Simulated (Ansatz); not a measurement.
Molecule: C$_{2}$HCl$_{2}$, charge 0, multiplicity 2. It need not be the lowest isomer of its formula. 
Structure (B3LYP-D3(BJ)/def2-TZVP (Ansatz, a quantum-chemistry and plane-wave program) minimum search):
SMILES: Cl/[C]=C\Cl
```xyz
5

Cl     1.8097     0.2068    -0.0684
C      0.5874    -0.9103    -0.0321
C     -0.7180    -0.9144     0.0187
Cl    -1.6873     0.5446     0.0713
H     -1.2975    -1.8252     0.0320
```
Charge 0, spin multiplicity 2.

Basis-set convergence of Hartree-Fock and CCSD(T) correlation energies (hartree) with Ansatz. Valence correlation only, unless marked. UHF or UKS for open shells. No spin-orbit coupling. Non-relativistic.

The UHF reference is spin-contaminated (<S^2> 0.22 over the pure value in the largest basis). 

| basis | functions | E(HF) | E(corr, CCSD(T)) |
|---|---|---|---|
| cc-pV(D+d)Z | 79 | -995.24233 | -0.56703 |
| cc-pV(T+d)Z | 152 | -995.29316 | -0.73433 |
| cc-pV(Q+d)Z | 268 | -995.30534 | -0.79001 |

Extrapolating the two largest sets (X = 3 and 4) as X^-3: E(corr) = (64·(-0.79001) - 27·(-0.73433))/37 = -0.8306 Eh, an estimate of the basis-set limit. The largest set recovers 95.1 % of it, the smallest 68.3 %.
